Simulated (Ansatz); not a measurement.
This geometry of C2H6Ge (9 atoms, charge 0, multiplicity 1) is a first-order saddle point.

Computed with Ansatz, RKS B3LYP/def2-SVP.

```xyz
9
Properties=species:S:1:pos:R:3
C -0.474 0.640 -0.725
C 0.192 -0.581 -0.066
Ge 1.486 -0.007 1.392
H -1.107 0.339 -1.578
H 0.266 1.361 -1.112
H -1.128 1.186 -0.024
H 0.802 -1.108 -0.824
H -0.567 -1.286 0.303
H 0.618 -0.592 2.616
```

Question: Which two structures does it join? (They come from a converged band through this point; their orientation in space is the band's.)

Answer: No bond is made or broken. The dihedral C1–C2–Ge3–H9 goes from 32 to -180°.

Initial state:

```xyz
9
Properties=species:S:1:pos:R:3
C -0.586 0.542 -0.547
C 0.356 -0.616 -0.202
Ge 1.561 -0.490 1.407
H -1.229 0.308 -1.414
H -0.026 1.457 -0.803
H -1.243 0.792 0.301
H 0.964 -0.917 -1.073
H -0.232 -1.525 0.059
H 0.524 0.402 2.256
```

Final state:

```xyz
9
Properties=species:S:1:pos:R:3
C -0.667 0.674 -0.699
C 0.135 -0.405 0.032
Ge 1.159 0.195 1.662
H -1.207 0.271 -1.573
H -0.018 1.486 -1.064
H -1.419 1.138 -0.039
H 0.872 -0.890 -0.639
H -0.514 -1.238 0.368
H 1.748 -1.277 1.935
```

Question: How far does it lie above each of them?

Answer: 1.5 kcal/mol above the first and 1.9 kcal/mol above the second. This is the barrier of this one path; another mechanism may lie lower.

The run took 2.3 min on 1 thread of Intel(R) Xeon(R) Processor @ 2.70GHz, with other jobs on the host, peak memory 0.19 GiB.
